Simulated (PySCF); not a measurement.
Bi(H)2(NMe2), C2H8BiN, SMILES C[N](C)[BiH2] at its CAM-B3LYP/def2-SVP optimised geometry (Å):

```
12

Bi    -1.8453    -0.8014     0.0000
H     -2.0651     0.9993     0.0000
H     -1.9092    -0.7995     1.7928
N      0.3206    -0.8014     0.0000
C      0.9932     0.1087     0.8939
C      0.9245    -0.8395    -1.3113
H      2.0651    -0.1573     0.9640
H      0.9446     1.1742     0.5761
H      0.5730     0.0453     1.9084
H      0.9418     0.1411    -1.8375
H      1.9762    -1.1742    -1.2345
H      0.4083    -1.5600    -1.9659
```

Method: PySCF with CAM-B3LYP/def2-TZVP, def2 effective core potentials past Kr. The core electrons that the potentials of Bi replace are not part of the density. Cells within 0.4 Å of a nucleus heavier than hydrogen are left out (blank, or x).

Map of the electron localisation function on the plane z = 0.6 Å:

```
|000000000000000000000000000|
|000000000000000000000000000|
|000000000000000000000000000|
|000000000000000000000000000|
|000000000000000000000000000|
|000000010000000121000000000|
|000014776200004887400000000|
|000169999710029999820000000|
|000499999920059999930000000|
|001699999930069999820000000|
|000489999930049999621000000|
|000258998620027998545530000|
|0000234443100244x5899972000|
|0000122222112363x5999994000|
|000122244322458866999983000|
|000233356423567863699961000|
|001343355422678851135410000|
|001344333322689861000000000|
|001345443321588861000000000|
|001245554310278861000000000|
|000234444200146640000000000|
|000012332100012210000000000|
|000001110000000000000000000|
|000000000000000000000000000|
|000000000000000000000000000|
|000000000000000000000000000|
|000000000000000000000000000|
```
Scale: ten equal steps from 0.000 (start of '0') to 1.000 (end of '9'), in the order '0123456789'; x runs from -4.50 to 4.50, y from -4.50 (bottom) to 4.50 (top).
